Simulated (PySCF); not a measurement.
C3H6N2Si, SMILES [SiH3]/N=C/CC#N. Atoms are numbered in the order given.

```xyz
12

N     -3.3580     0.8218    -0.7209
C     -2.5223     0.3820    -0.0547
C     -1.4386    -0.1783     0.7621
C     -0.1278    -0.2858    -0.0015
N      0.9764    -0.0525     0.5612
Si     2.5373    -0.2011    -0.2457
H     -1.2786     0.4328     1.6623
H     -1.7409    -1.1880     1.0909
H     -0.2301    -0.6034    -1.0628
H      3.2162     1.1204    -0.1872
H      2.3731    -0.6267    -1.6721
H      3.3411    -1.2127     0.4912
```
Charge 0, spin multiplicity 1.

The structure is a stationary point at ωB97X-D3(BJ)/def2-SVP. The structure was generated by enumeration; whether it is a known compound was not checked. Other conformers were not sampled.

All values below come from PBE/pcSseg-1 (PySCF).

GIAO shieldings, no solvent; atoms listed in one row are averaged. δ = σ(ref) − σ: ¹⁵N against NH3 (σ = 267.0 ppm); ¹³C against TMS (σ = 182.0 ppm); ²⁹Si against TMS (σ = 335.4 ppm); ¹H against TMS (σ = 31.49 ppm), references at their B3LYP-D3(BJ)/def2-TZVP geometries, non-relativistic.

Computed chemical shifts:
```csv
nucleus,atoms,count,δ (ppm)
¹⁵N,N5,1,391.4
¹⁵N,N1,1,311.3
¹³C,C4,1,177.2
¹³C,C2,1,117.1
¹³C,C3,1,36.0
²⁹Si,Si6,1,-41.9
¹H,H9,1,8.83
¹H,"H10, H11, H12",3,5.20
¹H,H8,1,3.46
¹H,H7,1,3.32
```
